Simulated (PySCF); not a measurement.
**Fractional electron number in V²⁺ (vanadium, charge +2)**

The 3d alpha orbital of [Ar] 3d3 is emptied in steps (occupation f), with all orbitals relaxed, ending at [Ar] 3d2. All numbers are calculated (PySCF 2.14, the non-relativistic Hamiltonian (point nucleus), in def2-TZVP). The exact energy is a straight line in f; departures are measured from the line between the end points of the same method.

```json
{"f": "1", "BHandHLYP (eV)": "0.000", "wB97X (eV)": "0.000", "B3LYP (eV)": "0.000"}
{"f": "0.8", "BHandHLYP (eV)": "-0.487", "wB97X (eV)": "-0.435", "B3LYP (eV)": "-0.923"}
{"f": "0.6", "BHandHLYP (eV)": "-0.735", "wB97X (eV)": "-0.660", "B3LYP (eV)": "-1.394"}
{"f": "0.4", "BHandHLYP (eV)": "-0.740", "wB97X (eV)": "-0.666", "B3LYP (eV)": "-1.403"}
{"f": "0.2", "BHandHLYP (eV)": "-0.497", "wB97X (eV)": "-0.448", "B3LYP (eV)": "-0.941"}
{"f": "0", "BHandHLYP (eV)": "0.000", "wB97X (eV)": "0.000", "B3LYP (eV)": "0.000"}
```

```tsv
method	E(f=0) − E(f=1) (eV)	−ε at f=1 (eV)	−ε at f=0.4 (eV)
BHandHLYP	29.863	26.844	30.456
wB97X	29.701	27.019	30.224
B3LYP	30.171	24.446	31.296
```

Orbital energy along the path (eV):

| f | BHandHLYP | wB97X | B3LYP |
| --- | --- | --- | --- |
| 1 | -26.844 | -27.019 | -24.446 |
| 0.8 | -28.020 | -28.044 | -26.676 |
| 0.6 | -29.225 | -29.115 | -28.961 |
| 0.4 | -30.456 | -30.224 | -31.296 |
| 0.2 | -31.709 | -31.362 | -33.673 |
| 0 | -32.990 | -32.529 | -36.088 |

Reference removal energy between the ground levels: 29.311 eV (measured; NIST Atomic Spectra Database, ionization energies). The calculation has no spin-orbit coupling. The determinant left behind need not be the lowest term of the ion.
